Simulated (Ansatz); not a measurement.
```xyz
14

C     0.245   -0.037    2.343
C     1.294   -0.490    1.650
Al    1.425   -0.204   -0.265
C     0.031    0.828   -1.161
Si   -1.522   -0.144   -1.503
H     0.132   -0.190    3.415
H    -0.565    0.513    1.868
H     2.051   -1.034    2.217
H     2.626   -0.814   -1.109
H     0.425    1.192   -2.117
H    -0.244    1.702   -0.559
H    -1.195   -1.438   -2.169
H    -2.482    0.581   -2.382
H    -2.220   -0.465   -0.227
```

Charge 0, multiplicity 1.

(1) List the ωB97M-V/def2-TZVPP orbital energies in eV (Ansatz). (An estimate is asked.)

Results:

(1) Computed: Occupied: -1806.74, -1531.68, -281.74, -281.00, -280.76, -147.82, -116.32, -101.93, -101.92, -101.91, -76.01, -75.79, -75.78, -23.94, -21.96, -18.44, -17.12, -15.52, -14.17, -14.09, -13.07, -12.15, -11.65, -11.49, -10.37, -10.31, -10.05. Lowest empty: 0.21, 1.78, 2.31, 2.36, 2.99, 3.17, 3.20, 3.50.
